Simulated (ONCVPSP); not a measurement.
## Pseudopotential generation for holmium: ONCV, PBE, scalar-relativistic.

Ho (Z = 67), optimised norm-conserving Vanderbilt (ONCV), made with ONCVPSP 4.0.1 (PBE, scalar-relativistic). Core [Xe] 4f10, reference 5d1 6s1 (charge +1). Waves: 6s: rc 2.50 bohr, ncon 3, nbas 7, qcut 2.5 1/bohr, 2 projectors, debl 0.5 Ha; p scattering state at 0.15 Ha: rc 2.60 bohr, ncon 4, nbas 8, qcut 3.4 1/bohr, 2 projectors, debl 2 Ha; 5d: rc 2.35 bohr, ncon 5, nbas 9, qcut 3.9 1/bohr, 3 projectors, debl 3 Ha; f scattering state at 0.11 Ha: rc 2.10 bohr, ncon 3, nbas 8, qcut 5.3 1/bohr, 1 projector. Local part: polynomial inside 1.40 bohr (lpopt 5, dvloc0 -1 Ha). Core correction: Teter function, fcfact 2.5, rcfact 1.6.

All-electron outer shells of the reference configuration (PBE, scalar-relativistic, ld1.x):

```json
{"shell": "4f", "level (eV)": "-15.87", "outermost node (bohr)": "–", "outermost maximum (bohr)": "0.52"}
{"shell": "6s", "level (eV)": "-9.67", "outermost node (bohr)": "1.51", "outermost maximum (bohr)": "3.07"}
{"shell": "5d", "level (eV)": "-8.20", "outermost node (bohr)": "0.74", "outermost maximum (bohr)": "1.86"}
```

Task: Is a potential produced?

Result: No. ONCVPSP 4.0.1 stopped with "ERROR pspot: first pseudo wave function has node, program will stop": the optimised pseudo-wave of the first projector has a node, so the radial equation cannot be inverted for a potential. It happened in the p channel.
